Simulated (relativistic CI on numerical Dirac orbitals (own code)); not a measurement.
Radial Dirac CI calculation of Sb2+.

Command:

```sh
python run_levels.py task.json out
```

Input:

```
atom Sb  Z=51  charge=2  electrons=49
nucleus A=121  rms_radius_fm=4.6802
hamiltonian dirac-coulomb  breit=on  qed=on  c_scale=2
orbitals kli  potential=per-configuration
slater_scale 1
correlation none
mixing on
grid step=0.0125 r_max=67.1
scf mixing=0.4 start=green max_iterations=150 tolerance=2e-08 node_fill=0.05
configurations
  [Kr] 4d10 5s2 5p
  [Kr] 4d10 5s 5p2
end
```

Output:

```
SCF 1: [Kr] 4d10 5s2 5p
 iter      energy (Ha)   residual   last orbital (Ha)
    1     -6341.223087   1.75e+00     -1.27611
    2     -6351.084223   5.66e-01     -0.97753
    3     -6352.096791   1.23e-01     -0.88530
    4     -6352.147899   5.14e-02     -0.88928
    5     -6352.152714   1.66e-02     -0.88246
    6     -6352.151885   3.64e-03     -0.87776
    7     -6352.152260   3.99e-04     -0.87883
    8     -6352.152236   1.35e-04     -0.87885
    9     -6352.152227   4.16e-06     -0.87881
   10     -6352.152227   8.22e-07     -0.87881
   11     -6352.152227   1.17e-08     -0.87881
SCF 2: [Kr] 4d10 5s 5p2
 iter      energy (Ha)   residual   last orbital (Ha)
    1     -6341.018944   1.74e+00     -1.27611
    2     -6350.805895   5.65e-01     -0.97151
    3     -6351.813489   1.24e-01     -0.87849
    4     -6351.864185   4.91e-02     -0.88439
    5     -6351.868354   1.56e-02     -0.87761
    6     -6351.867531   3.66e-03     -0.87322
    7     -6351.867902   4.92e-04     -0.87444
    8     -6351.867867   1.10e-04     -0.87442
    9     -6351.867861   6.17e-06     -0.87438
   10     -6351.867860   5.68e-07     -0.87438
   11     -6351.867860   2.23e-08     -0.87438
   12     -6351.867860   1.19e-09     -0.87438
orbital energies (Ha): 4s -5.9723  4p1/2 -4.5390  4p3/2 -4.4668  4d3/2 -2.1001  4d5/2 -2.0887  5s -1.1828  5p1/2 -0.8858  5p3/2 -0.8788
configuration averages (Ha): Dirac-Coulomb, Breit, QED
  5s2 5p                       -6352.152227    1.149553    2.297750
  5s 5p2                       -6351.867860    1.149558    2.297227
levels: no., configuration, term, J, E (cm-1), weight
   1 5s2 5p                 2P*  1/2              0.0  1.00
   2 5s2 5p                 2P*  3/2           1528.8  1.00
   3 5s 5p2                 4P   1/2          38660.1  1.00
   4 5s 5p2                 4P   3/2          39229.7  1.00
   5 5s 5p2                 4P   5/2          40127.3  1.00
   6 5s 5p2                 2D   3/2          68265.0  1.00
   7 5s 5p2                 2D   5/2          68461.8  1.00
   8 5s 5p2                 2S   1/2          83535.6  0.99
   9 5s 5p2                 2P   1/2          94963.7  0.99
  10 5s 5p2                 2P   3/2          95915.3  1.00
lowest total energy -6348.709567 Ha
end: converged
```

Against the reference input this run has: speed of light × 2. The reference run ends at -6471.779100 Ha with Breit and QED terms. With a changed speed of light or nuclear radius the levels are not those of the real ion, and the QED model is not rescaled.

With so few configurations and no correlation, terms lie too far apart (by 10 to 50 % or more near neutrality), their order can be wrong, and levels of other configurations are missing.
